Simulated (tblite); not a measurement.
Species: C4H10F2OSi2.
Atom-mapped SMILES: `[CH3:1][O:2][SiH2:3][C:4]([SiH2:5][CH3:6])=[C:7]([F:8])[F:9]` (hydrogens: H10, H11, H12 on C1; H13, H14 on Si3; H15, H16 on Si5; H17, H18, H19 on C6)

The geometry is computed with GFN2-xTB (gas phase).

(1) What internal coordinates does the optimisation give?

Answers

(1) 
```json
{"bond": "C1–O2", "length (pm)": "139.3", "order": "single"}
{"bond": "O2–Si3", "length (pm)": "162.1", "order": "single"}
{"bond": "Si3–C4", "length (pm)": "187.8", "order": "single"}
{"bond": "C4–Si5", "length (pm)": "189.5", "order": "single"}
{"bond": "Si5–C6", "length (pm)": "189.7", "order": "single"}
{"bond": "C4=C7", "length (pm)": "130.9", "order": "double"}
{"bond": "C7–F8", "length (pm)": "134.2", "order": "single"}
{"bond": "C7–F9", "length (pm)": "133.7", "order": "single"}
{"bond": "C1–H10, C1–H11, C1–H12", "length (pm)": "109.2", "order": "single"}
{"bond": "Si3–H13, Si3–H14", "length (pm)": "146.7", "order": "single"}
{"bond": "Si5–H15, Si5–H16", "length (pm)": "146.7", "order": "single"}
{"bond": "C6–H17, C6–H18, C6–H19", "length (pm)": "108.6", "order": "single"}
```

Bonds in one row agree within 1 pm and their mean is given. Orders are formal, as drawn. A selection of angles:
```json
{"angle": "O2–C1–H10", "degrees": "108.2"}
{"angle": "O2–C1–H11", "degrees": "110.9"}
{"angle": "H10–C1–H11", "degrees": "109.2"}
{"angle": "H11–C1–H12", "degrees": "108.3"}
{"angle": "C1–O2–Si3", "degrees": "127.4"}
{"angle": "O2–Si3–C4", "degrees": "100.0"}
{"angle": "O2–Si3–H13", "degrees": "111.6"}
{"angle": "C4–Si3–H13", "degrees": "112.1"}
{"angle": "C4–Si3–H14", "degrees": "112.5"}
{"angle": "H13–Si3–H14", "degrees": "108.8"}
{"angle": "Si3–C4–Si5", "degrees": "123.4"}
{"angle": "Si3–C4–C7", "degrees": "115.8"}
{"angle": "Si5–C4–C7", "degrees": "120.8"}
{"angle": "C4–Si5–C6", "degrees": "107.7"}
{"angle": "C4–Si5–H15", "degrees": "109.2"}
{"angle": "C4–Si5–H16", "degrees": "108.0"}
{"angle": "C6–Si5–H15", "degrees": "110.5"}
{"angle": "H15–Si5–H16", "degrees": "109.7"}
{"angle": "Si5–C6–H17", "degrees": "111.5"}
{"angle": "H17–C6–H18", "degrees": "107.7"}
{"angle": "C4–C7–F8", "degrees": "125.8"}
{"angle": "C4–C7–F9", "degrees": "127.1"}
{"angle": "F8–C7–F9", "degrees": "107.1"}
```

Torsions: C1–O2–Si3–C4 180° (antiperiplanar); O2–Si3–C4–Si5 -6° (synperiplanar); Si3–C4–Si5–C6 -61° (synclinal); Si3–C4–C7–F8 0° (synperiplanar). The mirror-image conformer, all signs reversed, is as good.

Si3 (oxygen-bound silicon) is distorted tetrahedral (angles from 100.0° to 112.5°). Of the pairs four or more bonds apart, O2···H19 is among the closest relative to their van der Waals radii: 2.77 Å, 102 % of the sum of Bondi's values. Si5 (SiH2 silicon) is tetrahedral (angles from 107.7° to 111.6°).

Point group: C1 (no symmetry element, even within 0.4 Å). Its GFN2-xTB frequencies are all real (lowest 32 cm⁻¹). The numbers are those of one conformer.

Time: 2.8 s of wall time. Hardware: an Intel Xeon at 2.70 GHz with one thread (shared host). That covers the optimisation of the geometry.
